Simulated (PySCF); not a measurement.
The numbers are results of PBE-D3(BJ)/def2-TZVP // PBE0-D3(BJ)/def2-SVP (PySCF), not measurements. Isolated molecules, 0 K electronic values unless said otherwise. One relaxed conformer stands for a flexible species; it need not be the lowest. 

Reference species (SMILES): `C[O][Sn]([Cl])([Cl])[Cl]` (neutral, multiplicity 1).

The S1 oscillator strength is 0.005 and the HOMO–LUMO gap comes out as 3.17 eV.

Changed species: `[O](C)[Sn]([O]C)([O]C)[O]C` (4 of 4 Cl replaced by OCH3; the reference has 1 of 4 Cl replaced by OCH3).

Q: What does the change do to the S1 oscillator strength and HOMO–LUMO gap?

A: the S1 oscillator strength stays essentially unchanged; the HOMO–LUMO gap rises by 0.52 eV, to 3.69 eV.
